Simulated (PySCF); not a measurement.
TiCl₃, SMILES [Cl][Ti]([Cl])[Cl] (connectivity only; charge and spin as stated), neutral, multiplicity 2. Atoms are numbered in the order given.

```xyz
4

Ti     0.0000     0.0000     0.0000
Cl     2.1878     0.0000     0.0000
Cl    -1.0939    -1.8947     0.0000
Cl    -1.0939     1.8947     0.0000
```
Charge 0, spin multiplicity 2.

The structure is a stationary point at r2SCAN-D4/def2-SVP. The spin state was assumed, not searched. The isomer is the one that the SMILES or the coordinates give; other isomers of the formula were not compared.

Computed with M06-2X/def2-TZVPD run with PySCF.

Mulliken values depend strongly on the basis, most of all with diffuse functions as here. Atomic charges (e):

| atom | Mulliken | meta-Löwdin | Mulliken spin |
|---|---|---|---|
| Ti1 | 1.17 | ___ | 1.10 |
| Cl2 | -0.39 | ___ | -0.03 |
| Cl3 | -0.39 | ___ | -0.03 |
| Cl4 | -0.39 | ___ | -0.03 |

Some entries are withheld; supply them. (An estimate is asked for; the answer gives what the named calculation found.)


- Ti1, meta-Löwdin: 1.31
- Cl2, meta-Löwdin: -0.44
- Cl3, meta-Löwdin: -0.44
- Cl4, meta-Löwdin: -0.44
